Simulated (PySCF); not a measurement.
Molecules (atom-mapped SMILES):
1. `[O:1]=[C:2]=[CH:3][CH2:4][C:5]([F:6])=[C:7]([F:8])[F:9]`

Couplings at B3LYP/pcJ-1, PySCF 2.14, geometries GFN2-xTB, gas phase, one conformer each, non-relativistic.

**Question.** List the couplings to 19F of 5 Hz or more (2 Hz over four bonds), one row for each set of pairs made equivalent by symmetry, fast rotation or ring inversion, averaged. Isotopes: 13C, 19F, 1H; all four Ramsey terms are included.

**Answer.** 
```tsv
molecule	pair	bonds	J (Hz)
1	C7, F8	1	-377.6
1	C7, F9	1	-355.2
1	C5, F6	1	-307.9
1	C5, F9	2	54.1
1	F6, C7	2	46.4
1	C4, F6	2	21.8
1	C5, F8	2	11.1
1	F8, F9	2	5.9
1	F6, F9	3	-158.8
1	F6, F8	3	61.9
1	F6, H(C4)	3	22.1
1	F9, H(C4)	4	4.6
1	C3, F8	4	3.9
1	C3, F9	4	3.5
1	F8, H(C4)	4	2.4
```

One-bond C–F values run tens of Hz too large at this level.
